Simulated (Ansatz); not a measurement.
Isolated molecules relaxed with PBE0-D4/def2-TZVP in Ansatz; ΔE leaves out vibrations. CCSD(T)/CBS adds triple-zeta CCSD(T) − MP2 to the extrapolated MP2 energy (def2 sets, frozen cores). DFT in def2-TZVPP. B3LYP here is the variant with VWN-RPA as its local correlation; programs differ in this. One conformer a species, not always the lowest.

`OC[SiH](S)Cl` + `FCCCS` → `FC[SiH](S)Cl` + `OCCCS`  (formal exchange of groups at the Si–C bond)

| level | ΔE (kJ/mol) | difference from CCSD(T)/CBS |
| --- | --- | --- |
| PBE-D4 | 18.4 | -0.2 |
| r2SCAN-D4 | 18.4 | -0.2 |
| PBE0-D4 | 19.3 | 0.7 |
| B3LYP-D4 | 19.3 | 0.7 |
| ωB97X-V | 19.4 | 0.8 |
| ωB97M-V | 20.0 | 1.4 |
| B2PLYP | 17.3 | -1.3 |
| PBE | 15.7 | -2.9 |
| r2SCAN | 17.8 | -0.8 |
| PBE0 | 16.9 | -1.7 |
| B3LYP | 14.9 | -3.7 |
| HF/def2-TZVPP | 14.0 | -4.6 |
| MP2/def2-TZVPP | 20.6 | 2.0 |
| SCS-MP2/def2-TZVPP | 18.3 | -0.3 |
| CCSD/def2-TZVPP | 17.9 | -0.7 |
| CCSD(T)/def2-TZVPP | 18.6 | 0.0 |
| HF/def2-QZVPP | 13.4 | -5.2 |
| MP2/def2-QZVPP | 20.4 | 1.8 |
| SCS-MP2/def2-QZVPP | 18.1 | -0.5 |
| HF/CBS(def2) | 13.3 | -5.3 |
| MP2/CBS(def2) | 20.6 | 2.0 |
| CCSD/CBS(def2) | 17.9 | -0.7 |
| CCSD(T)/CBS | 18.6 | 0 |

Largest T1 diagnostic among the species: 0.011.

In def2-TZVPP, CCSD(T) changes the Hartree–Fock value by +4.6 kJ/mol (the triples alone add +0.7 kJ/mol) and MP2 by +6.6 kJ/mol. The D4 term adds +4.4 kJ/mol with B3LYP and +2.4 kJ/mol with PBE0; it sums over pairs of atoms, weighted by their polarisabilities, and B3LYP, whose exchange is more repulsive, gets the larger term.
